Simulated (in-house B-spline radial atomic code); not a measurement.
# Solving the quasi-particle equation for 3p up of Sc VII (Sc6+)

Configuration [Ne] 3s2 3p3, highest spin, start r2SCAN; correlation leaves out the 3 deepest shells, empty levels kept to 1960 hartree. Computed with an all-electron radial atomic-structure program (B-spline basis): all electrons, scalar-relativistic (spin-free one-electron X2C), finite nucleus, each spin shell either full or empty, empty states to l = 9 with an (l + 1/2)⁻⁴ tail; G0W0 by contour deformation at full frequency.

At the mean-field level ε = -127.504 eV the matrix elements are Σx = -39.859 eV, v_xc = -30.475 eV and Σc(ε) = -0.461 eV, and the slope of the correlation self-energy is dΣc/dω = -0.0449. The quasi-particle energy solves E = ε + Σx − v_xc + Σc(E).

(1) What does the linearised equation give?

(2) How does that compare with the full solution and with static screening?

Answers

(1) Z = 1/(1 − dΣc/dω) = 1/1.0449 = 0.9570. The first-order shift is Σx − v_xc + Σc(ε) = -39.859 − (-30.475) + (-0.461) = -9.845 eV, so E ≈ ε + Z × shift = -127.504 + 0.9570 × (-9.845) = -136.926 eV.

(2) Solving the equation at full frequency dependence gives E = -136.909 eV, where Σc = -0.022 eV and the weight is 0.953; the linearised value is off by 16 meV. Leaving Z out would give -137.349 eV. Static COHSEX puts -3.072 eV in place of Σc and gives -139.960 eV, 3.05 eV deeper.
